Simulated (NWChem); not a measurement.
SiH$_{3}$Br; SMILES [SiH3]Br

```xyz
5

Si     0.0000     0.0000    -1.4171
Br     0.0000     0.0000     0.8093
H      0.9974     0.9974    -1.8938
H     -1.3624     0.3651    -1.8938
H      0.3651    -1.3624    -1.8938
```
Atoms are numbered in this order, from 1.

All runs: NWChem. Pople sets run with spherical d functions. Structure relaxed at the PBE0/def2-SVP level. Level: M06-2X/6-31G* with SMD (1 M gas to 1 M solution), gas-phase geometry. Reactions with the solvent are ignored.

Q: Among these, which solvent gives the lowest value of “dipole in solution (D)”?
(A) chloroform
(B) benzene
(C) dimethyl sulfoxide
(D) water

A: B, benzene. Values: benzene 2.08; chloroform 2.18; dimethyl sulfoxide 2.27; water 2.28
